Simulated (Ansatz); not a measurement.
Reaction (hydrogenolysis of a Ge–N bond): `[OH][GeH2][NH]CF` + H₂ → `[OH][GeH3]` + `NCF`

Program: Ansatz. Geometries: PBE0-D4/def2-TZVP. ΔE: electronic, gas phase. CCSD(T)/CBS adds triple-zeta CCSD(T) − MP2 to the extrapolated MP2 energy (def2 sets, frozen cores). This one scheme is used for every species. DFT in def2-TZVPP. B3LYP here is the variant with VWN-RPA as its local correlation; programs differ in this. HSE06 is defined as in plane-wave codes. For Ge outer-core shells are correlated without core-valence functions, which leaves a few kJ/mol of doubt a bond. Scalar relativity is left out up to krypton. One conformer a species, not always the lowest.

| level | ΔE (kcal/mol) | difference from CCSD(T)/CBS |
| --- | --- | --- |
| B3LYP-D4 | 0.3 | -1.2 |
| r2SCANh-D4 | 0.6 | -0.9 |
| HSE06-D4 | -0.6 | -2.1 |
| BHLYP-D4 | -0.5 | -2.0 |
| r2SCAN | 0.4 | -1.1 |
| r2SCAN0 | -0.6 | -2.1 |
| BHLYP | -2.9 | -4.4 |
| HF/def2-TZVPP | -4.6 | -6.1 |
| MP2/CBS(def2) | 3.2 | 1.7 |
| CCSD/CBS(def2) | 0.2 | -1.3 |
| CCSD(T)/CBS | 1.5 | 0 |

Largest T1 diagnostic among the species: 0.012.

From r2SCAN to r2SCAN0 (25 % exact exchange), in def2-TZVPP and without D4, ΔE moves by −1.0 kcal/mol. At CCSD(T), def2-SVP lies −1.2 kcal/mol from the extrapolated value and def2-TZVPP −0.1 kcal/mol.
